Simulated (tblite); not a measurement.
C₅H₅PSSi.
Atom-mapped SMILES: `[CH:1]#[C:2][c:3]1[p:4][cH:5][c:6]([SiH3:7])[s:8]1` (hydrogens: H9 on C1; H10 on C5; H11, H12, H13 on Si7)

Structure optimised with GFN2-xTB, isolated species.

Task: What internal coordinates does the optimisation give?

Result: 
```csv
bond,length (Å),order
C1≡C2,1.204,triple
C2–C3,1.395,single
C3–P4,1.727,aromatic
P4–C5,1.761,aromatic
C5–C6,1.360,aromatic
C6–Si7,1.883,single
C6–S8,1.726,aromatic
C3–S8,1.740,aromatic
C1–H9,1.048,single
C5–H10,1.079,single
"Si7–H11, Si7–H12, Si7–H13",1.463,single
```

Bonds in one row agree within 0.01 Å and their mean is given. Orders are formal, as drawn. A selection of angles:
```csv
angle,degrees
C2–C1–H9,179.0
C1–C2–C3,179.2
C2–C3–P4,124.6
C2–C3–S8,118.1
P4–C3–S8,117.3
C3–P4–C5,92.6
P4–C5–C6,119.5
P4–C5–H10,120.0
C6–C5–H10,120.5
C5–C6–Si7,127.0
C5–C6–S8,115.1
Si7–C6–S8,117.9
C6–Si7–H11,108.3
H11–Si7–H12,110.3
H11–Si7–H13,111.4
C3–S8–C6,95.5
```

The 2 C–P bonds span 1.727 Å (C3–P4, aromatic) to 1.761 Å (P4–C5, aromatic), a spread of 0.034 Å. Si7 (SiH3 silicon) is tetrahedral (angles from 106.9° to 111.5°). The 3 C–C bonds span 1.204 Å (C1≡C2, drawn triple) to 1.395 Å (C2–C3, drawn single), a spread of 0.191 Å. The 8 heavy atoms lie in one plane (0.000 Å rms). S8 (thiophene-type sulfur) is bent (angle 95.5°). The 5-membered ring C3–P4–C5–C6–S8 has internal angles of 92.6° to 119.5° (sum 540°, against 540° for a flat polygon); it is planar, 0.00 Å rms from its mean plane, widest ring torsion 0°.

Point group: Cs (every atom within 0.08 Å of its image). Its GFN2-xTB frequencies are all real (lowest 51 cm⁻¹). 2 starts were optimised and ended at 0.00 and 0.23 kcal/mol (GFN2-xTB); the lowest of these is shown.

These are computed values.
